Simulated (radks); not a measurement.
The nuclear charge of the chlorine ion Cl2+ is varied continuously with 15 electrons held in [Ne] 3s2 3p3. Method: non-relativistic Kohn-Sham, PBE, spin-polarised, spherical densities, point nucleus; open shells are filled with parallel spins first; computed with a radial shooting solver on a logarithmic mesh with Libxc functionals. By the Hellmann-Feynman theorem dE/dZ = E(electron-nucleus)/Z, the electronic potential at the nucleus.

| Z | E (hartree) | E(electron-nucleus)/Z (hartree) | HOMO | e(HOMO) (eV) | <r> HOMO (bohr) |
|---|---|---|---|---|---|
| 16 | -397.56951 | -58.7560 | 3p | -17.921 | 1.873 |
| 16.25 | -412.40214 | -59.9049 | 3p | -21.393 | 1.791 |
| 16.5 | -427.52186 | -61.0528 | 3p | -25.082 | 1.717 |
| 16.75 | -442.92845 | -62.1999 | 3p | -28.983 | 1.650 |
| 17 | -458.62173 | -63.3463 | 3p | -33.095 | 1.589 |
| 17.25 | -474.60152 | -64.4920 | 3p | -37.415 | 1.532 |
| 17.5 | -490.86770 | -65.6373 | 3p | -41.942 | 1.480 |
| 17.75 | -507.42012 | -66.7820 | 3p | -46.672 | 1.432 |
| 18 | -524.25867 | -67.9263 | 3p | -51.606 | 1.388 |

The central difference of E at Z = 17 is -63.346 hartree, to compare with the third column; the second derivative is -4.58 hartree.
